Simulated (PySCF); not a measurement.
1,3-azasiletidine (C2H7NSi), SMILES C1NC[SiH2]1.

The structure is a stationary point at PBE-D3(BJ)/def2-SVP.

The numbers are results of PBE/def2-TZVP run with PySCF, not measurements.

Symmetry labels are those of the subgroup Cs that the program uses (full group Cs).

List the valence orbital energies around the gap with their symmetry. (An estimate is asked for; the answer gives what the named calculation found.)


| orbital | symmetry | energy (eV) |
|---|---|---|
| HOMO−7 | A' | -11.59 |
| HOMO−6 | A' | -10.90 |
| HOMO−5 | A" | -10.10 |
| HOMO−4 | A" | -9.09 |
| HOMO−3 | A' | -8.09 |
| HOMO−2 | A' | -7.14 |
| HOMO−1 | A" | -7.01 |
| HOMO | A' | -5.12 |
| LUMO | A" | -0.64 |
| LUMO+1 | A' | 0.05 |
| LUMO+2 | A' | 0.78 |
| LUMO+3 | A' | 0.99 |
